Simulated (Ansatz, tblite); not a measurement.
Cost and result up the ladder for SiIH3 (SiH₃I) (5 atoms). Total charge 0; singlet. Geometry: r2SCAN-D4/def2-TZVP.

```
atom    x (Å)    y (Å)    z (Å)
 Si1   0.0597   0.0666  -0.1857
  I2  -0.6480  -0.7236   2.0159
  H3   1.5086   0.3651  -0.1358
  H4  -0.7069   1.2888  -0.5164
  H5  -0.2133  -0.9970  -1.1781
```

Ansatz on 4 threads of Arm Neoverse V1 on a shared host; xTB runs through tblite on one thread. Times are rough, summed over both states, and most runs start from the orbitals of an earlier one. PBE0-D4/def2-TZVP serves as the yardstick here, not as an exact answer. The other state is a triplet.

In the def2 sets I takes a core potential; there is no spin–orbit coupling. The xTB rows come from tblite. HOMO above LUMO, or a gap near zero within one spin, warns that the state may not be the lowest or that an electron is smeared out.

xTB has no spin-polarisation term.

| level | functions | wall time | vertical triplet (eV) | difference from PBE0-D4/def2-TZVP (eV) | remarks |
| --- | --- | --- | --- | --- | --- |
| GFN2-xTB | 21 | 0.005 s | 5.87 | 0.65 | – |
| GFN1-xTB | 24 | 0.006 s | 6.30 | 1.07 | – |
| PBE-D4/def2-TZVP | 105 | 3.5 s | 5.03 | -0.20 | gap within one spin near zero (triplet) |
| PBE0-D4/def2-TZVP (with forces) | 105 | 3.6 s | 5.23 | 0.00 | – |
